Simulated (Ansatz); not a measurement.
Calculated with Ansatz (gas phase, PBE0-D4/def2-TZVP geometries, no zero-point term in ΔE). CCSD(T)/CBS is the MP2 limit (def2-TZVPP, def2-QZVPP) plus CCSD(T) − MP2 in def2-TZVPP, frozen cores. This one scheme is used for every species. Functionals use def2-TZVPP. def2 core potentials past Kr. For Sn outer-core shells are correlated without core-valence functions, which leaves a few kJ/mol of doubt a bond. One conformer a species, not always the lowest.

Consider the hydrogenolysis of the Sn–C bond: `O[CH2][SnH3]` + H₂ → `[SnH4]` + CH₃OH.

| level | ΔE (eV) |
| --- | --- |
| LDA (SPW92) | -0.55 |
| BHLYP-D4 | -0.68 |
| CAM-B3LYP-D4 | -0.65 |
| r2SCAN | -0.57 |
| BHLYP | -0.76 |
| CCSD(T)/def2-SVP | -0.72 |
| MP2/def2-QZVPP | -0.48 |
| HF/CBS(def2) | -0.91 |

Task: What does CCSD(T)/CBS give? (Best estimate.)

Result: The calculation gave: -0.52 eV. The listed levels differ from it by -0.03, -0.16, -0.13, -0.05, -0.24, -0.20, 0.04, -0.39 eV.

Largest T1 diagnostic among the species: 0.013.

In def2-TZVPP, CCSD(T) changes the Hartree–Fock value by +0.32 eV (the triples alone add +0.06 eV) and MP2 by +0.39 eV. From PBE to PBE0 (25 % exact exchange), in def2-TZVPP and without D4, ΔE moves by −0.09 eV. The D4 term adds +0.09 eV with B3LYP and +0.05 eV with PBE0; it sums over pairs of atoms, weighted by their polarisabilities, and B3LYP, whose exchange is more repulsive, gets the larger term.

B3LYP here is the variant with VWN-RPA as its local correlation; programs differ in this.
